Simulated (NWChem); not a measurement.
Everything below was run with NWChem. System: F₄Ge, charge 0, spin multiplicity 1, at a geometry optimised with PBE0/def2-SVP. The structure started from a generated list of species. Level: MP2/def2-TZVP, 13 core orbitals frozen.

Job file:

```
start mol
memory heap 200 mb stack 900 mb global 1100 mb
geometry units angstroms nocenter noautoz
  F      0.000000     1.386484     0.980388
  Ge     0.000000     0.000000    -0.000000
  F      0.000000    -1.386484     0.980388
  F     -1.386484     0.000000    -0.980387
  F      1.386484     0.000000    -0.980387
  symmetry group C2v
end
basis spherical
  * library def2-tzvp
end
scf
  rhf
  nopen 0
  maxiter 100
  thresh 1e-7
  semidirect memsize 60000000 filesize 0
end
mp2
  freeze core 13
end
task mp2 energy
```

NWChem printed:

```
             Northwest Computational Chemistry Package (NWChem) 7.3.0
             --------------------------------------------------------

                                NWChem Input Module
                                -------------------

 Scaling coordinates for geometry "geometry" by  1.889725989
 (inverse scale =  0.529177249)

 Turning off AUTOSYM since
 SYMMETRY directive was detected!

                             Geometry "geometry" -> ""
                             -------------------------

 Output coordinates in angstroms (scale by  1.889725989 to convert to a.u.)

  No.       Tag          Charge          X              Y              Z
 ---- ---------------- ---------- -------------- -------------- --------------
    1 F                    9.0000     0.00000000     1.38648400     0.98038800
    2 Ge                  32.0000     0.00000000     0.00000000     0.00000000
    3 F                    9.0000     0.00000000    -1.38648400     0.98038800
    4 F                    9.0000    -1.38648400     0.00000000    -0.98038700
    5 F                    9.0000     1.38648400     0.00000000    -0.98038700

 Effective nuclear repulsion energy (a.u.)     451.7450977367

            Nuclear Dipole moment (a.u.)
            ----------------------------
        X                 Y               Z
 ---------------- ---------------- ----------------
     0.0000000000     0.0000000000     0.0000340151

      Symmetry information
      --------------------

 Group name             C2v
 Group number             16
 Group order               4
 No. of unique centers     3

      Symmetry unique atoms

     1    2    4


 Summary of "ao basis" -> "" (spherical)
 ------------------------------------------------------------------------------
       Tag                 Description            Shells   Functions and Types
 ---------------- ------------------------------  ------  ---------------------
 *                         def2-tzvp                  on all atoms

 Summary of "ao basis" -> "ao basis" (spherical)
 ------------------------------------------------------------------------------
       Tag                 Description            Shells   Functions and Types
 ---------------- ------------------------------  ------  ---------------------
 F                         def2-tzvp                11       31   5s3p2d1f
 Ge                        def2-tzvp                16       48   6s5p4d1f

                                 NWChem SCF Module
                                 -----------------

  ao basis        = "ao basis"
  functions       =   172
  atoms           =     5
  closed shells   =    34
  open shells     =     0
  charge          =   0.00
  wavefunction    = RHF
  use symmetry    = T
  symmetry adapt  = T

 Summary of "ao basis" -> "ao basis" (spherical)
 ------------------------------------------------------------------------------
       Tag                 Description            Shells   Functions and Types
 ---------------- ------------------------------  ------  ---------------------
 F                         def2-tzvp                11       31   5s3p2d1f
 Ge                        def2-tzvp                16       48   6s5p4d1f

      Symmetry analysis of basis
      --------------------------

        a1         63
        a2         25
        b1         42
        b2         42

 Forming initial guess at       0.2s

      Superposition of Atomic Density Guess
      -------------------------------------

 Sum of atomic energies:       -2472.97837582

      Non-variational initial energy
      ------------------------------

 Total energy =   -2473.407117
 1-e energy   =   -4353.542805
 2-e energy   =    1428.390591
 HOMO         =      -0.647092
 LUMO         =      -0.056968

      Symmetry analysis of molecular orbitals - initial
      -------------------------------------------------

  Numbering of irreducible representations:

     1 a1          2 a2          3 b1          4 b2

  Orbital symmetries:

     1 a1          2 a1          3 b1          4 b2          5 a1
     6 a1          7 b1          8 a1          9 b2         10 a1
    11 b1         12 b2         13 a1         14 a1         15 b1
    16 a1         17 b2         18 a2         19 a1         20 b2
    21 b1         22 a1         23 a1         24 b1         25 b2
    26 a1         27 a2         28 a1         29 b1         30 b2
    31 a1         32 b1         33 b2         34 a2         35 a1
    36 a1         37 b2         38 b1         39 a1         40 b2
    41 b1         42 a1         43 a1         44 a2

 Starting SCF solution at       3.4s

 ----------------------------------------------
         Quadratically convergent ROHF

 Convergence threshold     :          1.000E-07
 Maximum no. of iterations :          100
 Final Fock-matrix accuracy:          1.000E-09
 ----------------------------------------------

              iter       energy          gnorm     gmax       time
             ----- ------------------- --------- --------- --------
                 1    -2473.3600680611  1.58D+00  3.05D-01      3.6
                 2    -2473.4626108563  3.61D-01  1.04D-01      4.0
                 3    -2473.4684468009  1.09D-01  1.72D-02      4.2
                 4    -2473.4688394662  7.81D-03  1.31D-03      4.8
                 5    -2473.4688434659  2.75D-05  5.87D-06      5.7
                 6    -2473.4688434659  7.39D-09  2.45D-09      7.0

       Final RHF  results
       ------------------

         Total SCF energy =  -2473.468843465928
      One-electron energy =  -4351.658713372064
      Two-electron energy =   1426.444772169416
[...]
   12   -5.3122
   13   -5.3122
   14   -1.8070
   15   -1.8070
   16   -1.8070
   17   -1.7865
   18   -1.7865
   19   -1.6403
   20   -1.5957
   21   -1.5957
   22   -1.5957
   23   -0.8466
   24   -0.7489
   25   -0.7489
   26   -0.7489
   27   -0.7031
   28   -0.7031
   29   -0.6819
   30   -0.6819
   31   -0.6819
   32   -0.6770
   33   -0.6770
   34   -0.6770
   35    0.0893
   36    0.1862
   37    0.1862
   38    0.1862
   39    0.3406
   40    0.3593
   41    0.3593
   42    0.3593
   43    0.4423
   44    0.4423

                       ROHF Final Molecular Orbital Analysis
                       -------------------------------------

 Vector   32  Occ=2.000000D+00  E=-6.769927D-01  Symmetry=b1
              MO Center= -2.1D-14,  1.4D-16, -4.8D-01, r^2= 3.1D+00
   Bfn.  Coefficient  Atom+Function         Bfn.  Coefficient  Atom+Function
  ----- ------------  ---------------      ----- ------------  ---------------
   118      0.248532  4 F  pz               149     -0.248532  5 F  pz
   121      0.218679  4 F  pz               152     -0.218679  5 F  pz
     6      0.175746  1 F  px                85      0.175746  3 F  px
   116     -0.175729  4 F  px               147     -0.175729  5 F  px
     9      0.154636  1 F  px                88      0.154636  3 F  px

 Vector   33  Occ=2.000000D+00  E=-6.769925D-01  Symmetry=b2
              MO Center=  9.2D-12,  2.6D-14,  4.8D-01, r^2= 3.1D+00
   Bfn.  Coefficient  Atom+Function         Bfn.  Coefficient  Atom+Function
  ----- ------------  ---------------      ----- ------------  ---------------
     8      0.248532  1 F  pz                87     -0.248532  3 F  pz
    11      0.218679  1 F  pz                90     -0.218679  3 F  pz
     7     -0.175736  1 F  py                86     -0.175736  3 F  py
   117      0.175739  4 F  py               148      0.175739  5 F  py
    10     -0.154627  1 F  py                89     -0.154627  3 F  py

 Vector   34  Occ=2.000000D+00  E=-6.769925D-01  Symmetry=a2
              MO Center=  1.2D-12, -2.0D-13,  8.7D-06, r^2= 3.3D+00
   Bfn.  Coefficient  Atom+Function         Bfn.  Coefficient  Atom+Function
  ----- ------------  ---------------      ----- ------------  ---------------
     6      0.248532  1 F  px                85     -0.248532  3 F  px
   117      0.248530  4 F  py               148     -0.248530  5 F  py
     9      0.218679  1 F  px                88     -0.218679  3 F  px
   120      0.218677  4 F  py               151     -0.218677  5 F  py

 Vector   35  Occ=0.000000D+00  E= 8.929841D-02  Symmetry=a1
              MO Center= -1.9D-14,  1.1D-14, -1.0D-06, r^2= 3.4D+00
   Bfn.  Coefficient  Atom+Function         Bfn.  Coefficient  Atom+Function
  ----- ------------  ---------------      ----- ------------  ---------------
    37      1.995450  2 Ge s                  5     -0.482692  1 F  s
    84     -0.482692  3 F  s                115     -0.482693  4 F  s
   146     -0.482693  5 F  s                 35     -0.245752  2 Ge s
    13      0.235984  1 F  py                92     -0.235984  3 F  py
   122     -0.235985  4 F  px               153      0.235985  5 F  px

 Vector   36  Occ=0.000000D+00  E= 1.862129D-01  Symmetry=a1
              MO Center= -2.2D-12,  8.8D-13,  4.1D-07, r^2= 4.9D+00
   Bfn.  Coefficient  Atom+Function         Bfn.  Coefficient  Atom+Function
  ----- ------------  ---------------      ----- ------------  ---------------
    52      1.616779  2 Ge pz                 5     -0.519317  1 F  s
    84     -0.519317  3 F  s                115      0.519316  4 F  s
   146      0.519316  5 F  s                 49      0.288064  2 Ge pz
    13      0.240872  1 F  py                92     -0.240872  3 F  py
   122      0.240872  4 F  px               153     -0.240872  5 F  px

 Vector   37  Occ=0.000000D+00  E= 1.862138D-01  Symmetry=b2
              MO Center=  3.1D-17,  9.2D-14, -3.1D-01, r^2= 4.8D+00
   Bfn.  Coefficient  Atom+Function         Bfn.  Coefficient  Atom+Function
  ----- ------------  ---------------      ----- ------------  ---------------
    51      1.616787  2 Ge py                 5     -0.734429  1 F  s
    84      0.734429  3 F  s                 48      0.288064  2 Ge py
    14      0.240873  1 F  pz                93     -0.240873  3 F  pz
   123     -0.220048  4 F  py               154     -0.220048  5 F  py

 center of mass
 --------------
 x =   0.00000000 y =   0.00000000 z =   0.00000048

 moments of inertia (a.u.)
 ------------------
         521.677751678490           0.000000000000           0.000000000000
           0.000000000000         521.677751678490           0.000000000000
           0.000000000000           0.000000000000         521.680273044094

  Mulliken analysis of the total density
  --------------------------------------

    Atom       Charge   Shell Charges
 -----------   ------   -------------------------------------------------------
    1 F    9     9.41   0.77  1.20  0.59  1.01  0.35  2.23  2.28  0.97  0.00  0.01  0.00
    2 Ge  32    30.35   2.00  2.00  1.15  0.82  0.60  0.07  5.98  4.41  1.59  0.95  0.09  8.98  1.08  0.29  0.15  0.20
    3 F    9     9.41   0.77  1.20  0.59  1.01  0.35  2.23  2.28  0.97  0.00  0.01  0.00
    4 F    9     9.41   0.77  1.20  0.59  1.01  0.35  2.23  2.28  0.97  0.00  0.01  0.00
    5 F    9     9.41   0.77  1.20  0.59  1.01  0.35  2.23  2.28  0.97  0.00  0.01  0.00

       Multipole analysis of the density wrt the origin
       ------------------------------------------------

     L   x y z        total         open         nuclear
     -   - - -        -----         ----         -------
     0   0 0 0     -0.000000      0.000000     68.000000

     1   1 0 0     -0.000000      0.000000      0.000000
     1   0 1 0      0.000000      0.000000      0.000000
     1   0 0 1     -0.000003      0.000000      0.000034

     2   2 0 0    -28.388445      0.000000    123.566260
     2   1 1 0      0.000000      0.000000      0.000000
     2   1 0 1      0.000000      0.000000      0.000000
     2   0 2 0    -28.388449      0.000000    123.566260
     2   0 1 1      0.000000      0.000000      0.000000
     2   0 0 2    -28.388394      0.000000    123.565065

                   NWChem MP2 Semi-direct Energy/Gradient Module
                   ---------------------------------------------

  Basis functions       =    172
  Molecular orbitals    =    172
  Frozen core           =     13
  Frozen virtuals       =      0
  Active alpha occupied =     21
  Active beta occupied  =     21
  Active alpha virtual  =    138
  Active beta virtual   =    138
  Use MO symmetry       = T
  Use skeleton AO sym   = T

  AO/Fock/Back tols     =   1.0D-09  1.0D-09  1.0D-09

 GA uses MA = F    GA memory limited = T

 Available:
  local mem=  1.26D+08
 global mem=  1.44D+08
 local disk=  0.00D+00
  mp2_memr nvloc                   138
  nvloc new                   138
   1 passes of  21:        5242880                     205193                 133009673.
   1 passes of  21: M    126146695           G      144120032           F     120903815.
  mp2_memr nvloc                   138
  nvloc new                   138
   2 passes of  11:        5242880                     136221                  69695825.
   2 passes of  11: M    126146695           G      144120032           F     120903815.

 Semi-direct pass number   1 of   2  for RHF alpha+beta  at        7.3s
  vrange nnbf                 13494
  mp2_eaftype                   265  avail_ma_in_mb                  1099
 EAF : mp2_eaftype filesize         265   34847912.
  mp2_eaf for mointskh                    265
Node 0 wrote    163.9 Mb in      0.1 s     Agg I/O rate:  2096.0 Mb/s
 Done moints_semi at       23.9s
  mp2_eaftype                   265  avail_ma_in_mb                   834
 EAF : mp2_eaftype filesize         265   34847912.
  mp2_eaf for kh                   265
 Done maket at       24.5s
 Semi-direct pass number   2 of   2  for RHF alpha+beta  at       24.5s
  vrange nnbf                 13494
  mp2_eaftype                   265  avail_ma_in_mb                   834
 EAF : mp2_eaftype filesize         265   34847912.
  mp2_eaf for mointskh                    265
Node 0 wrote    149.0 Mb in      0.1 s     Agg I/O rate:  2006.4 Mb/s
 Done moints_semi at       40.6s
  mp2_eaftype                   265  avail_ma_in_mb                   834
 EAF : mp2_eaftype filesize         265   34847912.
  mp2_eaf for kh                   265
 Done maket at       41.1s
 Done multipass loop at       41.1s

          -------------------------------------------
          SCF energy               -2473.468843465928
          Correlation energy          -1.239632275448
          Singlet pairs               -0.726434392244
          Triplet pairs               -0.513197883204
          Total MP2 energy         -2474.708475741377
          -------------------------------------------

          ---------------------------------------------------
                    Spin Component Scaled (SCS) MP2
          Same spin pairs                     -0.342131922136
          Same spin scaling factor             0.333333333333
          Opposite spin pairs                 -0.897500353312
          Opposite spin scaling fact.          1.200000000000
          SCS-MP2 correlation energy          -1.191044398020
          Total SCS-MP2 energy             -2474.659887863948
          ---------------------------------------------------

 -----------------------
 Performance information
 -----------------------

 Timer overhead =  1.60D-07 seconds/call

               Nr. of calls         CPU time (s)                 Wall time (s)                GFlops
             ---------------    -------------------     ------------------------------   -------------------
Name         Min   Avg   Max    Min     Avg     Max     Min     Avg     Max   Mx/calls   Min     Max     Sum
mp2: moin     2     2     2    33.     33.     33.      33.     33.     33.     16.      0.0     0.0     0.0
mp2: make     2     2     2    1.2     1.2     1.2      1.2     1.2     1.2    0.60      0.0     0.0     0.0
mp2: tota     1     1     1    34.     34.     34.      34.     34.     34.     34.      0.0     0.0     0.0

 The average no. of pstat calls per process was 5.00D+00
 with a timing overhead of 8.00D-07s

 Task  times  cpu:       41.1s     wall:       41.1s

 Total times  cpu:       41.1s     wall:       41.1s
```
